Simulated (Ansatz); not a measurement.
`OC1=CB1` and `OCC1=CB1` differ in one atom or group.

Ansatz, PBE0-D4/def2-TZVP geometries, multiplicity 1. Each molecule was computed in one conformer, which needn't be the lowest.

```json
{"property": "HOMO–LUMO gap (PBE/def2-TZVPP) / eV", "`OC1=CB1`": "5.85"}
{"property": "HOMO energy (PBE0/def2-TZVPP) / eV", "`OC1=CB1`": "-8.04"}
{"property": "HOMO–LUMO gap (PBE0/def2-TZVPP) / eV", "`OC1=CB1`": "8.26"}
{"property": "LUMO energy (ωB97M-V/def2-TZVPP) / eV", "`OC1=CB1`": "1.92"}
{"property": "ideal-gas entropy at 298 K and 1 bar (rigid rotor, harmonic PBE0-D4/def2-TZVP) / J/(mol·K)", "`OC1=CB1`": "269"}
{"property": "size of the dipole moment (PBE/def2-TZVPP) / D", "`OC1=CB1`": "1.29"}
```

(1) What does the change do to each property? (An estimate is asked.)

Results:

(1) Computed: 
```json
{"property": "HOMO–LUMO gap (PBE/def2-TZVPP) / eV", "`OCC1=CB1`": "4.93", "shift": "-0.92"}
{"property": "HOMO energy (PBE0/def2-TZVPP) / eV", "`OCC1=CB1`": "-7.92", "shift": "0.12"}
{"property": "HOMO–LUMO gap (PBE0/def2-TZVPP) / eV", "`OCC1=CB1`": "7.59", "shift": "-0.67"}
{"property": "LUMO energy (ωB97M-V/def2-TZVPP) / eV", "`OCC1=CB1`": "1.82", "shift": "-0.10"}
{"property": "ideal-gas entropy at 298 K and 1 bar (rigid rotor, harmonic PBE0-D4/def2-TZVP) / J/(mol·K)", "`OCC1=CB1`": "312", "shift": "43"}
{"property": "size of the dipole moment (PBE/def2-TZVPP) / D", "`OCC1=CB1`": "1.39", "shift": "0.10"}
```

With PBE0 the HOMO rises by 0.12 eV and the LUMO falls by 0.55 eV, so the gap narrows by about 0.67 eV. PBE moves the HOMO by 0.30 eV and ωB97M-V by 0.09 eV. The zero-point energy changes by 72.0 kJ/mol with +9 modes. Dipoles are sizes alone; their direction can turn.
